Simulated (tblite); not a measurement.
Method: GFN2-xTB as coded in tblite; computed harmonic values from a numerical Hessian at the method's own geometry, unscaled. The method is semi-empirical: single wavenumbers can be off by several per cent or more. Modes of hydrogen on silicon can be 10 to 20 % off. One conformer each. Open shells enter through the occupations alone, without spin polarisation, and single modes of such species can be off by tens of per cent. Thermal functions are those of the rigid rotor and harmonic oscillator, without mixing of conformers.

Question: Order these by their ideal-gas entropy at 298.15 K and 1 bar, highest first (cal/(mol K)).
A. `[CH2]C(=C)C(Cl)Cl` [radical]
B. `C#CC([NH])=O` [radical]
C. `C#C[C@H]([SiH3])[CH]C[SiH3]` [radical]
D. `[C]#CC(N)=O` [radical]
E. `C/C(=[C]/Cl)CCl` [radical]

Answer: C (106.3), E (89.2), A (86.8), D (73.7), B (72.8).

| SMILES | atoms | mass (u) | symmetry number | modes under 300 cm⁻¹ | ZPE (kcal/mol) | S translation (cal/(mol K)) | S rotation | S vibration | S spin | S | Cp |
| --- | --- | --- | --- | --- | --- | --- | --- | --- | --- | --- | --- |
| C#C[C@H]([SiH3])[CH]C[SiH3] | 18 | 127.04 | 1 | 8 | 78.3 | 40.5 | 29.6 | 34.9 | 1.4 | 106.3 | 44.2 |
| C/C(=[C]/Cl)CCl | 11 | 122.98 | 1 | 5 | 47.6 | 40.4 | 28.7 | 18.8 | 1.4 | 89.2 | 26.1 |
| [CH2]C(=C)C(Cl)Cl | 11 | 122.98 | 1 | 4 | 46.3 | 40.4 | 28.2 | 16.9 | 1.4 | 86.8 | 27.1 |
| [C]#CC(N)=O | 7 | 68.01 | 1 | 2 | 26.1 | 38.6 | 25.0 | 8.7 | 1.4 | 73.7 | 19.4 |
| C#CC([NH])=O | 7 | 68.01 | 1 | 2 | 25.4 | 38.6 | 25.0 | 7.9 | 1.4 | 72.8 | 19.2 |

Entropies and Cp are for 298.15 K and 1 bar.
